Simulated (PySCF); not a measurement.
Radial density of P(2+) (phosphorus, charge +2)

TPSS, [Ne] 3s2 3p1, 2P determinant. Computed with PySCF 2.14 in x2c-SVPall, with scalar relativity by spin-free X2C-1e.

| r (bohr) | 4πr²ρ (e/bohr) | 4πr²(ρα − ρβ) |
| --- | --- | --- |
| 0.00172 | 0.08022 | 0.0000 |
| 0.00289 | 0.2234 | 0.0000 |
| 0.00486 | 0.6059 | 0.0000 |
| 0.00818 | 1.547 | 0.0001 |
| 0.0138 | 3.585 | 0.0002 |
| 0.0231 | 7.565 | 0.0004 |
| 0.0389 | 13.20 | 0.0017 |
| 0.0654 | 17.15 | 0.0078 |
| 0.110 | 14.23 | 0.0303 |
| 0.185 | 10.72 | 0.0857 |
| 0.311 | 15.21 | 0.1196 |
| 0.524 | 12.59 | 0.0247 |
| 0.881 | 3.331 | 0.1091 |
| 1.48 | 2.039 | 0.5944 |
| 2.49 | 0.8314 | 0.2971 |
| 4.19 | 0.04286 | 0.0317 |
| 7.05 | 4.885e-05 | 0.0000 |

Densities and radii are taken from the X2C orbitals without a picture-change correction, which distorts them close to the nucleus.
